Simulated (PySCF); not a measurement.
## Calculated data, BClGeH3, AlBGeH4N, BGeH4O, BGeH6Si and others

Computed with PySCF 2.14.0. Calculation on a computer-drawn molecule: the log of a Hartree-Fock and frozen-core CCSD(T) single point meant for a local Hartree-Fock minimum, with one planted fault or none, to be diagnosed. Offsets are logged minus clean, where the clean run is the same molecule without the fault. The reference is restricted for singlets and unrestricted otherwise, and also for a bond in bohr or an excited solution. Adding or removing an electron swaps singlet and doublet. The excited solution moves the top pair (singlet) or top alpha electron (doublet) to the lowest empty orbital. Highest occupied and lowest empty are orbital energies over both spins, largest force is the largest gradient component, triples share is (T) over the correlation energy, the T1 limit is 0.02 restricted and 0.045 unrestricted, electrons count all cores, a negative frequency is imaginary (commonest isotopes), and the dipole is about the centre of nuclear charge; on germanium a core potential holds 10 electrons, which the energies leave out, and 3d is frozen in MP2 and coupled-cluster steps.

Common to all runs: meant charge 1; meant multiplicity 1; meant basis and core potential on germanium cc-pVDZ-PP ECP10MDF; logged SCF converged yes; logged CC converged yes; logged SCF stable within its kind yes; possible faults no fault, one electron removed, one electron added, multiplicity raised by two, geometry at a saddle point, SCF held on an excited solution, minimal basis STO-3G, one bond length entered in bohr, all coordinates scaled.

```json
{"entry": 1, "formula": "BClGeH3", "logged_structure": {"atoms_angstrom": [["B", -0.8422, 2.091, -0.4759], ["Ge", -2.4337, 1.7817, 0.8607], ["Cl", -2.3789, 2.8106, 2.6639], ["H", -1.0858, 3.7695, -1.9422], ["H", 0.0894, 1.3651, -0.3627], ["H", -3.6708, 0.9131, 0.7586]]}, "given": {"meant_basis": "cc-pV(D+d)Z", "logged_electrons": 56, "logged_basis_functions": 75, "logged_spin_squared": 0.7106, "logged_highest_occupied [eV]": -15.885, "logged_lowest_empty [eV]": -5.7924, "logged_largest_force [hartree/bohr]": 0.017222, "logged_T1_diagnostic": 0.067269, "logged_D1_diagnostic": 0.27553, "logged_triples_share": 0.035353, "logged_dipole_magnitude [debye]": 4.1951, "logged_energy_HF [hartree]": -778.91458, "logged_energy_CCSD(T) [hartree]": -779.25306, "drawn_bonds_atom": [1, 2, 1, 1, 2], "drawn_bonds_other_atom": [2, 3, 4, 5, 6], "drawn_bonds_order": [1, 1, 1, 1, 1]}, "results": {"planted_fault": "one bond length entered in bohr, row 3 of the drawn bonds", "HF_energy_offset_from_clean_run [kcal/mol]": 77.89, "CCSD(T)_energy_offset_from_clean_run [kcal/mol]": 77.76}, "notes": ["T1 above single-reference limit"]}
{"entry": 2, "formula": "BClGeH3", "logged_structure": {"atoms_angstrom": [["B", -0.8422, 2.091, -0.4759], ["Ge", -2.4337, 1.7817, 0.8607], ["Cl", -2.3789, 2.8106, 2.6639], ["H", -0.9711, 2.9792, -1.2518], ["H", 0.0894, 1.3651, -0.3627], ["H", -3.6708, 0.9131, 0.7586]]}, "given": {"meant_basis": "cc-pV(D+d)Z", "logged_electrons": 56, "logged_basis_functions": 75, "logged_spin_squared": 0.0, "logged_highest_occupied [eV]": -17.351, "logged_lowest_empty [eV]": -5.5773, "logged_largest_force [hartree/bohr]": 2.5062e-05, "logged_lowest_frequency [cm^-1]": 136.27, "logged_T1_diagnostic": 0.015353, "logged_D1_diagnostic": 0.04961, "logged_triples_share": 0.026471, "logged_dipole_magnitude [debye]": 4.1333, "logged_energy_HF [hartree]": -779.0387, "logged_energy_CCSD(T) [hartree]": -779.37697, "drawn_bonds_atom": [1, 2, 1, 1, 2], "drawn_bonds_other_atom": [2, 3, 4, 5, 6], "drawn_bonds_order": [1, 1, 1, 1, 1]}, "results": {"planted_fault": "no fault", "HF_energy_offset_from_clean_run [kcal/mol]": 0.0, "CCSD(T)_energy_offset_from_clean_run [kcal/mol]": 0.0}}
{"entry": 3, "formula": "AlBGeH4N", "logged_structure": {"atoms_angstrom": [["B", -2.1237, -0.3719, 0.0], ["Ge", -0.3707, 0.8067, 0.0], ["N", 1.1883, 0.1182, 0.0], ["Al", 2.7349, -0.4692, 0.0], ["H", -3.178, 0.1769, 0.0], ["H", -1.9884, -1.5528, 0.0], ["H", -0.4285, 2.3304, 0.0], ["H", 4.1662, -1.0384, 0.0]]}, "given": {"meant_basis": "cc-pV(D+d)Z", "logged_electrons": 60, "logged_basis_functions": 94, "logged_spin_squared": 0.0, "logged_highest_occupied [eV]": -14.514, "logged_lowest_empty [eV]": -4.4721, "logged_largest_force [hartree/bohr]": 5.5454e-05, "logged_lowest_frequency [cm^-1]": -158.61, "logged_T1_diagnostic": 0.020528, "logged_D1_diagnostic": 0.062276, "logged_triples_share": 0.033702, "logged_dipole_magnitude [debye]": 3.5889, "logged_energy_HF [hartree]": -616.47875, "logged_energy_CCSD(T) [hartree]": -616.90379, "drawn_bonds_atom": [1, 2, 3, 1, 1, 2, 4], "drawn_bonds_other_atom": [2, 3, 4, 5, 6, 7, 8], "drawn_bonds_order": [1, 1, 2, 1, 1, 1, 1]}, "results": {"planted_fault": "geometry at a saddle point", "HF_energy_offset_from_clean_run [kcal/mol]": 2.316, "CCSD(T)_energy_offset_from_clean_run [kcal/mol]": 1.715}, "notes": ["T1 above single-reference limit"]}
{"entry": 4, "formula": "BGeH4O", "logged_structure": {"atoms_angstrom": [["B", 1.0361, 1.2061, 0.9682], ["Ge", 1.8448, -0.1588, 2.3402], ["O", 1.4064, -1.7788, 2.0182], ["H", -0.0238, 1.6655, 1.2376], ["H", 1.6846, 1.4356, 0.0019], ["H", 3.5311, 0.1693, 4.6355], ["H", 1.7014, -2.5045, 2.5606]]}, "given": {"meant_basis": "cc-pVDZ", "logged_electrons": 48, "logged_basis_functions": 71, "logged_spin_squared": 0.9238, "logged_highest_occupied [eV]": -15.97, "logged_lowest_empty [eV]": -5.6556, "logged_largest_force [hartree/bohr]": 0.014975, "logged_T1_diagnostic": 0.03135, "logged_D1_diagnostic": 0.10627, "logged_triples_share": 0.030456, "logged_dipole_magnitude [debye]": 1.7706, "logged_energy_HF [hartree]": -394.87997, "logged_energy_CCSD(T) [hartree]": -395.24819, "drawn_bonds_atom": [1, 2, 1, 1, 2, 3], "drawn_bonds_other_atom": [2, 3, 4, 5, 6, 7], "drawn_bonds_order": [1, 1, 1, 1, 1, 1]}, "results": {"planted_fault": "one bond length entered in bohr, row 5 of the drawn bonds", "HF_energy_offset_from_clean_run [kcal/mol]": 58.09, "CCSD(T)_energy_offset_from_clean_run [kcal/mol]": 68.49}}
{"entry": 5, "formula": "BGeH4O", "logged_structure": {"atoms_angstrom": [["B", 1.0361, 1.2061, 0.9682], ["Ge", 1.8448, -0.1588, 2.3402], ["O", 1.4064, -1.7788, 2.0182], ["H", -0.0238, 1.6655, 1.2376], ["H", 1.6846, 1.4356, 0.0019], ["H", 2.7371, 0.0148, 3.5548], ["H", 1.7014, -2.5045, 2.5606]]}, "given": {"meant_basis": "cc-pVDZ", "logged_electrons": 47, "logged_basis_functions": 71, "logged_spin_squared": 0.7889, "logged_highest_occupied [eV]": -25.827, "logged_lowest_empty [eV]": -15.988, "logged_largest_force [hartree/bohr]": 0.087743, "logged_T1_diagnostic": 0.038138, "logged_D1_diagnostic": 0.16709, "logged_triples_share": 0.030311, "logged_dipole_magnitude [debye]": 4.801, "logged_energy_HF [hartree]": -394.35109, "logged_energy_CCSD(T) [hartree]": -394.72095, "drawn_bonds_atom": [1, 2, 1, 1, 2, 3], "drawn_bonds_other_atom": [2, 3, 4, 5, 6, 7], "drawn_bonds_order": [1, 1, 1, 1, 1, 1]}, "results": {"planted_fault": "one electron removed", "HF_energy_offset_from_clean_run [kcal/mol]": 390.0, "CCSD(T)_energy_offset_from_clean_run [kcal/mol]": 399.3}}
{"entry": 6, "formula": "BGeH6Si", "logged_structure": {"atoms_angstrom": [["B", 1.0003, 2.8896, 0.4708], ["Ge", 0.2227, 1.4426, -0.8037], ["Si", -1.0262, -0.6138, -0.3066], ["H", 0.3073, 3.8135, 0.7586], ["H", 2.1098, 2.7406, 0.8747], ["H", 0.4798, 1.7165, -2.2856], ["H", -1.1586, -0.6685, 1.1543], ["H", 0.5865, -2.6024, -1.3864], ["H", -2.2944, -0.4136, -1.0234]]}, "given": {"meant_basis": "cc-pV(D+d)Z", "logged_electrons": 56, "logged_basis_functions": 90, "logged_spin_squared": 0.8666, "logged_highest_occupied [eV]": -14.334, "logged_lowest_empty [eV]": -5.4899, "logged_largest_force [hartree/bohr]": 0.0086055, "logged_T1_diagnostic": 0.044459, "logged_D1_diagnostic": 0.17349, "logged_triples_share": 0.033444, "logged_dipole_magnitude [debye]": 0.55323, "logged_energy_HF [hartree]": -610.08492, "logged_energy_CCSD(T) [hartree]": -610.38983, "drawn_bonds_atom": [1, 2, 1, 1, 2, 3, 3, 3], "drawn_bonds_other_atom": [2, 3, 4, 5, 6, 7, 8, 9], "drawn_bonds_order": [1, 1, 1, 1, 1, 1, 1, 1]}, "results": {"planted_fault": "one bond length entered in bohr, row 7 of the drawn bonds", "HF_energy_offset_from_clean_run [kcal/mol]": 68.26, "CCSD(T)_energy_offset_from_clean_run [kcal/mol]": 75.7}}
{"entry": 7, "formula": "CH7B2Ge", "logged_structure": {"atoms_angstrom": [["B", 1.5958, -1.6959, 0.766], ["Ge", 1.1523, 0.0207, -0.3555], ["B", -0.9489, 0.2365, -0.5932], ["C", -2.4291, 0.3926, -0.7637], ["H", 2.7489, -1.9125, 0.9646], ["H", 0.7349, -2.4087, 1.1767], ["H", 1.502, 1.3522, 0.3016], ["H", 1.6014, -0.0053, -1.8131], ["H", -2.8377, -0.4734, -1.2997], ["H", -2.9138, 0.4669, 0.218], ["H", -2.6442, 1.3024, -1.3383]]}, "given": {"meant_basis": "cc-pVDZ", "logged_electrons": 53, "logged_basis_functions": 100, "logged_spin_squared": 0.7604, "logged_highest_occupied [eV]": -22.866, "logged_lowest_empty [eV]": -13.513, "logged_largest_force [hartree/bohr]": 0.073442, "logged_T1_diagnostic": 0.01694, "logged_D1_diagnostic": 0.050303, "logged_triples_share": 0.028823, "logged_dipole_magnitude [debye]": 3.2912, "logged_energy_HF [hartree]": -383.84055, "logged_energy_CCSD(T) [hartree]": -384.26174, "drawn_bonds_atom": [1, 2, 3, 1, 1, 2, 2, 4, 4, 4], "drawn_bonds_other_atom": [2, 3, 4, 5, 6, 7, 8, 9, 10, 11], "drawn_bonds_order": [1, 1, 1, 1, 1, 1, 1, 1, 1, 1]}, "results": {"planted_fault": "one electron removed", "HF_energy_offset_from_clean_run [kcal/mol]": 337.3, "CCSD(T)_energy_offset_from_clean_run [kcal/mol]": 353.1}}
{"entry": 8, "formula": "B2GeH5O", "logged_structure": {"atoms_angstrom": [["B", -0.2353, -0.9477, 0.3097], ["Ge", 0.8936, 1.944, -2.1483], ["B", 1.0158, 3.787, -1.0527], ["O", 1.062, 4.8089, -0.3503], ["H", -0.45, -0.7307, 1.4599], ["H", -0.3442, -2.0314, -0.1694], ["H", 2.3142, 1.8669, -2.6914], ["H", -0.0965, 2.3483, -3.2324], ["H", 1.2623, 5.739, -0.4113]]}, "given": {"meant_basis": "cc-pVDZ", "logged_electrons": 54, "logged_basis_functions": 90, "logged_spin_squared": 0.9198, "logged_highest_occupied [eV]": -12.819, "logged_lowest_empty [eV]": -4.8498, "logged_largest_force [hartree/bohr]": 0.0080369, "logged_T1_diagnostic": 0.031784, "logged_D1_diagnostic": 0.1637, "logged_triples_share": 0.027327, "logged_dipole_magnitude [debye]": 5.6081, "logged_energy_HF [hartree]": -420.17482, "logged_energy_CCSD(T) [hartree]": -420.63002, "drawn_bonds_atom": [1, 2, 3, 1, 1, 2, 2, 4], "drawn_bonds_other_atom": [2, 3, 4, 5, 6, 7, 8, 9], "drawn_bonds_order": [1, 1, 1, 1, 1, 1, 1, 1]}, "results": {"planted_fault": "one bond length entered in bohr, row 1 of the drawn bonds", "HF_energy_offset_from_clean_run [kcal/mol]": 61.74, "CCSD(T)_energy_offset_from_clean_run [kcal/mol]": 74.94}}
```
